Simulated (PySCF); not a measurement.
UHF on Li (lithium, neutral)

Configuration: [He] 2s1, 2S determinant. Computed with PySCF 2.14 in aug-cc-pCVQZ-DK (9s8p6d4f2g, 109 functions), with the spin-free X2C one-electron Hamiltonian (Gaussian nucleus).

```json
{
  "Total energy": "-7.433394 hartree",
  "One-electron energy": "-9.7148 hartree",
  "Hartree (Coulomb) energy": "4.0630 hartree",
  "Exchange energy": "-1.7816 hartree",
  "⟨S²⟩": "0.7500",
  "⟨L²⟩": "0.000",
  "Sum of ⟨r⟩": "5.019 bohr",
  "Sum of ⟨r²⟩": "18.62 bohr²",
  "Langevin diamagnetic susceptibility": "-14.8 ×10⁻⁶ cm³/mol"
}
```

```
shell  electrons  mean orbital energy (hartree)  rms radius, mean of both spins (bohr)
 1s α          1                       -2.48681                                  0.668
 1s β          1                       -2.46882                                  0.668
 2s α          1                       -0.19638                                   4.21
```
